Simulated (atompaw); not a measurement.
**K: one change to a PAW (atompaw) potential, before and after**

atompaw 4.2.0.5 input, output lines left out:

```
K 19
LDA-PW scalarrelativistic loggrid 1500 logderivrange -3 5 201
4 4 0 0 0 0
4 0 0.5
4 1 0.5
0 0 0
c
c
c
v
c
v
v
2
3.00 2.50 2.95 2.40
y
1.35
n
n
y
-0.05
y
0.7
n
custom polynom gramschmidtortho besselshape
3 0.5 ultrasoft
3.00
3.00
1.90
3.00
3.00
3.00
```

All-electron outer shells of the reference configuration (LDA (PW92), scalar-relativistic, ld1.x):

```
shell  level (eV)  outermost node (bohr)  outermost maximum (bohr)
   3s      -35.95                   0.48                      1.07
   3p      -19.60                   0.45                      1.15
   4s       -2.79                   1.58                      3.98
   4p       -1.16                   1.87                      5.71
```

Change: all radii scaled by about 1.21 (s 3.62, p 2.30, d 3.62 bohr); local potential ultrasoft scheme with l = 3 at 0.5 Ry, radius 3.56 bohr; augmentation besselshape compensation charge, radius 3.02 bohr; PAW radius 3.62 bohr; waves and projectors: custom polynom gramschmidtortho; core correction smooth core density matched at 2.90 bohr.

Cutoffs: the cutoffs (Ry, on a coarse ladder) from which the occupation-weighted sum of valence levels, in a spherical-Bessel basis at the reference potential, stays within 10 and 1 mRy of its value at 400 Ry; they do not see the model core or the augmentation charge, which bear on the density cutoff.

**Question.** What does the change do?

**Answer.** The potential gets softer (21 Ry and 35 Ry → 15 Ry and 25 Ry); the bound ghost in s disappears. A larger radius leaves more room for a smooth pseudo-wave, so fewer plane waves are needed.

```csv
quantity,base,changed
"cutoff, loose",21 Ry,15 Ry
"cutoff, tight",35 Ry,25 Ry
loose cutoff by channel (10 mRy a level),"s 6 Ry, p 15 Ry","s 6 Ry, p 12 Ry"
bound ghosts,s,none
lowest overlap eigenvalue by channel,"s 0.31, p 0.54, d 0.94","s 0.13, p 0.61, d 0.93"
```

 A true bound ghost makes a file unfit for plane-wave use even where its test errors are small: the radial tests pick states by their node count and pass the ghost by. The cutoffs see the waves, projectors and local potential, not the compensation charge or the core.
